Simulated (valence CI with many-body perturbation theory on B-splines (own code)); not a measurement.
# Level structure of Ce⁵³⁺

Calculated by valence CI with perturbative core correlation (CI+MBPT): three valence electrons over a frozen Dirac-Fock core [He], radial functions for each j: 11 s, 11 p, 10 d, 8 f, 5 g, 2 h, with the one-electron correlation potential Σ1, the two-electron term Σ2, the three-electron term Σ3, Breit, model QED; selected CI, second order for the rest, scaled by the run's own slope (own B-spline code, finite nucleus).

No measured spectrum was set against this ion. As an estimate, large intervals hold to a few tenths of a per cent, small ones and those within an open d or f shell to about a per cent.

Levels 1 to 45 of 165, with energies above the lowest level, (2s^2 2p1/2) J=1/2. "Leading %" is the weight of the configuration and term that name the level; weights of strongly mixed levels are sums over their largest components and can fall short. In the jj column 3d3/2^4 stands for four electrons in 3d with j = 3/2. Lifetimes count E1, E2, E3, M1 and M2 decay at the calculated energies, and are blank where another channel may lead or the interval is too uncertain; long ones can be off by a factor of two.

```
No.  Configuration  Term    J  E (eV)  Leading %  Lifetime              Leading jj
  1         2s2.2p   2P°  1/2     0.0        100                2s^2 2p1/2 (100 %)
  2         2s.2p2    4P  1/2   182.3         55   83.5 ps       2s 2p1/2^2 (99 %)
  3         2s2.2p   2P°  3/2   490.8         99    495 ps       2s^2 2p3/2 (99 %)
  4         2s.2p2    4P  3/2   618.0         92    125 ps  2s 2p1/2 2p3/2 (100 %)
  5         2s.2p2    2D  5/2   651.9         59    204 ps   2s 2p1/2 2p3/2 (99 %)
  6         2s.2p2    2P  1/2   705.7         70    665 fs   2s 2p1/2 2p3/2 (98 %)
  7         2s.2p2    2D  3/2   706.4         65    801 fs  2s 2p1/2 2p3/2 (100 %)
  8            2p3   2P°  3/2   899.8         47   1.00 ps    2p1/2^2 2p3/2 (98 %)
  9         2s.2p2    4P  5/2  1126.8         59   3.66 ps       2s 2p3/2^2 (99 %)
 10         2s.2p2    2S  1/2  1207.2         70    818 fs       2s 2p3/2^2 (99 %)
 11         2s.2p2    2P  3/2  1208.2         63    467 fs       2s 2p3/2^2 (99 %)
 12            2p3   4S°  3/2  1355.5         55    507 fs   2p1/2 2p3/2^2 (100 %)
 13            2p3   2D°  5/2  1376.2        100    567 fs   2p1/2 2p3/2^2 (100 %)
 14            2p3   2P°  1/2  1417.9        100    445 fs   2p1/2 2p3/2^2 (100 %)
 15            2p3   2P°  3/2  1880.9         53    340 fs         2p3/2^3 (100 %)
 16         2s2.3s    2S  1/2  6083.7         97   10.7 fs          2s^2 3s (97 %)
 17         2s2.3p   2P°  1/2  6146.2         96    267 fs       2s^2 3p1/2 (96 %)
 18       2s.2p.3s   4P°  1/2  6206.5         86   12.0 fs      2s 2p1/2 3s (98 %)
 19       2s.2p.3s   4P°  3/2  6226.0         60   10.9 fs      2s 2p1/2 3s (96 %)
 20       2s.2p.3s   2P°  1/2  6249.2         94   15.0 fs      2s 2p1/2 3s (98 %)
 21       2s.2p.3p    4D  1/2  6259.2         72   14.9 fs  2s 2p1/2 3p1/2 (100 %)
 22       2s.2p.3p    4D  3/2  6280.6         42   4.76 fs   2s 2p1/2 3p1/2 (98 %)
 23         2s2.3p   2P°  3/2  6293.3         94    104 fs       2s^2 3p3/2 (94 %)
 24       2s.2p.3p    4P  1/2  6311.9         48   11.7 fs   2s 2p1/2 3p1/2 (99 %)
 25         2s2.3d    2D  3/2  6338.3         96   1.74 fs       2s^2 3d3/2 (96 %)
 26         2s2.3d    2D  5/2  6378.1         97   1.72 fs       2s^2 3d5/2 (97 %)
 27       2s.2p.3p    4P  3/2  6413.3         31   14.0 fs  2s 2p1/2 3p3/2 (100 %)
 28         2p2.3s    4P  1/2  6415.4         25   6.61 fs       2p1/2^2 3s (54 %)
 29       2s.2p.3p    4D  5/2  6437.8         46   79.8 fs   2s 2p1/2 3p3/2 (97 %)
 30       2s.2p.3p    2D  3/2  6440.6         45   6.16 fs   2s 2p1/2 3p3/2 (99 %)
 31       2s.2p.3d   4F°  3/2  6448.6         72   6.69 fs  2s 2p1/2 3d3/2 (100 %)
 32         2p2.3s    4P  1/2  6460.7         23   6.26 fs   2s 2p1/2 3p3/2 (54 %)
 33       2s.2p.3d   4D°  1/2  6471.4         24   1.16 fs    2p1/2^2 3p1/2 (57 %)
 34       2s.2p.3d   4F°  5/2  6471.7         51   8.18 fs   2s 2p1/2 3d3/2 (94 %)
 35       2s.2p.3d   4D°  3/2  6487.2         29   1.34 fs   2s 2p1/2 3d3/2 (95 %)
 36       2s.2p.3d   4P°  5/2  6499.5         36   1.73 fs   2s 2p1/2 3d5/2 (97 %)
 37       2s.2p.3d   4D°  1/2  6501.5         33   5.49 fs   2s 2p1/2 3d3/2 (57 %)
 38       2s.2p.3d   4F°  7/2  6520.9         40   1.82 fs   2s 2p1/2 3d5/2 (99 %)
 39       2s.2p.3d   2F°  5/2  6531.6         53   1.83 fs   2s 2p1/2 3d5/2 (97 %)
 40       2s.2p.3d   2D°  3/2  6531.8         41   1.82 fs   2s 2p1/2 3d5/2 (94 %)
 41         2p2.3p   2P°  3/2  6639.5         32   6.08 fs    2p1/2^2 3p3/2 (96 %)
 42         2p2.3d    2D  3/2  6673.2         40   9.45 fs    2p1/2^2 3d3/2 (98 %)
 43       2s.2p.3s   4P°  5/2  6698.0        100   15.8 fs     2s 2p3/2 3s (100 %)
 44       2s.2p.3s   2P°  3/2  6717.9         78   9.49 fs      2s 2p3/2 3s (99 %)
 45         2p2.3d    2D  5/2  6724.1         33   1.89 fs    2p1/2^2 3d5/2 (98 %)
```

The ionisation energy to 2s2 1S_0 of the next ion comes out as 10835 eV (NIST: 10840 ± 5 eV (theoretical)). All 165 levels together are meant to be complete up to 8812.8 eV.
